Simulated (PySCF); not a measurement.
C6H4N2. Atoms are numbered in the order given.

```xyz
12

N      0.0000     0.0000     3.2032
C      0.0000     0.0000     2.0387
C      0.0000     0.0000     0.6033
C      0.0000    -1.2087    -0.1143
C      0.0000    -1.1453    -1.5097
N      0.0000     0.0000    -2.2005
C      0.0000     1.1453    -1.5097
C      0.0000     1.2087    -0.1143
H      0.0000    -2.1669     0.4066
H      0.0000    -2.0687    -2.0984
H      0.0000     2.0687    -2.0984
H      0.0000     2.1669     0.4066
```
Charge 0, spin multiplicity 1.

The structure is a stationary point at TPSSh-D3(BJ)/def2-SVP.

Computed with PySCF with PBE/def2-TZVP.

Atomic charges (e):

| atom | Mulliken | IAO |
|---|---|---|
| N1 | 0.08 | -0.22 |
| C2 | -0.30 | 0.13 |
| C3 | 0.21 | -0.02 |
| C4 | -0.12 | -0.16 |
| C5 | -0.06 | -0.01 |
| N6 | -0.14 | -0.25 |
| C7 | -0.06 | -0.01 |
| C8 | -0.12 | -0.16 |
| H9 | 0.14 | 0.17 |
| H10 | 0.13 | 0.16 |
| H11 | 0.13 | 0.16 |
| H12 | 0.14 | 0.17 |

Computed Mayer and Wiberg (Löwdin basis) orders of the bonds:
```
bond    Mayer  Wiberg
------  -----  ------
N1–C2    3.08    3.26
C2–C3    0.93    1.25
C3–C4    1.36    1.44
C4–C5    1.42    1.59
C5–N6    1.50    1.78
N6–C7    1.50    1.78
C3–C8    1.36    1.44
C7–C8    1.42    1.59
C4–H9    0.94    0.82
C5–H10   0.96    0.84
C7–H11   0.96    0.84
C8–H12   0.94    0.82
```
